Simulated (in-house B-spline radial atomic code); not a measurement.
I²⁺: [He] 2s1 2p6 3s2 3p6 3d10 4s2 4p6 (4d3/2)3 (4d5/2)6 5s2 5p5 (with a hole in an inner shell)

All numbers are computed (Dirac-Hartree-Fock, average of the jj configuration; Fermi nucleus of rms radius 4.75 fm) with a B-spline radial code for spherical atoms, not measured.

Effective charges: Z_r = [3n² - l(l+1)]/(2<r>) from the radius, Z_e = n√(-2ε) from the energy, and Slater's rules. Values are occupation-weighted means over j. An effective charge above Z reflects the relativistic contraction of the inner shells.

```csv
shell,electrons,ε (eV),<r> (bohr),Z_r,Z_e,Slater
1s,2,-33575,0.02722,55.11,49.68,52.70
2s,1,-5413,0.1165,51.49,39.89,49.20
2p,6,-4863.5,0.1017,49.17,37.81,49.20
3s,2,-1177.8,0.3083,43.79,27.91,42.60
3p,6,-1002.1,0.3055,40.92,25.75,42.60
3d,10,-734.33,0.2807,37.41,22.04,32.85
4s,2,-254.39,0.7205,33.31,17.30,26.25
4p,6,-194.07,0.7638,30.11,15.11,26.25
4d,9,-102.16,0.8584,24.46,10.96,15.20
5s,2,-48.845,1.784,21.02,9.47,9.45
5p,5,-33.105,2.042,17.88,7.80,9.45
```

The least bound orbital is 5p3/2 at -32.57 eV, and it is also the most diffuse (<r> = 2.063 bohr). The part-filled 2s shell lies below the filled 5s shell in orbital energy.

For the 1s electron the small component carries 3.81 % of the norm, the zero-frequency Breit interaction raises the level by 79.93 eV, self-energy by 46.85 eV, and vacuum polarisation lowers it by 6.464 eV.
